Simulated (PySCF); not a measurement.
Correlation energy of Ba (barium, neutral)

[Xe] 6s2, closed-shell 1S. Computed with PySCF 2.14 in def2-TZVP with the def2 core potential (46 electrons) (6s4p3d1f, 40 functions), with a scalar-relativistic core potential. Frozen: 5s2 5p6; 2 electrons correlated.

Total MP2 correlation energy: -14.61 mhartree.

Same-spin part 0.00 and opposite-spin part -14.61 mhartree; SCS-MP2 scales them by 1/3 and 6/5 to -17.53 mhartree.

With two correlated electrons CCSD is exact within the correlated space (frozen core and kept virtual orbitals).

```
level  correlation energy (mhartree)
 CCSD                         -21.99
```

Diagnostics: T1 = 0.0068, D1 = 0.0095, largest double amplitude 0.099.

Cost of the coupled-cluster step: 0.13 s of wall time on 1 thread of Neoverse-V1 (shared host), for 2 correlated electrons.

Iterations:

```
CC2 = 0
CCSD nocc = 1, nmo = 36
frozen orbitals [0, 1, 2, 3]
max_cycle = 100
direct = 0
conv_tol = 1e-08
conv_tol_normt = 1e-06
diis_space = 8
diis_start_cycle = 0
Init t2, MP2 energy = -25.1095022752936  E_corr(MP2) -0.0146073125629938
Init E_corr(CCSD) = -0.0146073126459399
cycle = 1  E_corr(CCSD) = -0.0191208959649387  dE = -0.00451358332  norm(t1,t2) = 0.056842
cycle = 2  E_corr(CCSD) = -0.0207373553104742  dE = -0.00161645935  norm(t1,t2) = 0.0239817
cycle = 3  E_corr(CCSD) = -0.0219641496025156  dE = -0.00122679429  norm(t1,t2) = 0.0115559
cycle = 4  E_corr(CCSD) = -0.0219877656817418  dE = -2.36160792e-05  norm(t1,t2) = 0.00199333
cycle = 5  E_corr(CCSD) = -0.0219940280827958  dE = -6.26240105e-06  norm(t1,t2) = 0.000694403
cycle = 6  E_corr(CCSD) = -0.0219859974049568  dE = 8.03067784e-06  norm(t1,t2) = 0.000201974
cycle = 7  E_corr(CCSD) = -0.021991291897905  dE = -5.29449295e-06  norm(t1,t2) = 5.99788e-05
cycle = 8  E_corr(CCSD) = -0.0219906596268865  dE = 6.32271019e-07  norm(t1,t2) = 1.03339e-05
cycle = 9  E_corr(CCSD) = -0.0219904778380117  dE = 1.81788875e-07  norm(t1,t2) = 1.80969e-06
cycle = 10  E_corr(CCSD) = -0.0219905603276077  dE = -8.2489596e-08  norm(t1,t2) = 7.3315e-07
cycle = 11  E_corr(CCSD) = -0.0219905591930228  dE = 1.13458492e-09  norm(t1,t2) = 6.10796e-08
CCSD converged
E(CCSD) = -25.11688552192366  E_corr = -0.02199055919302281
```
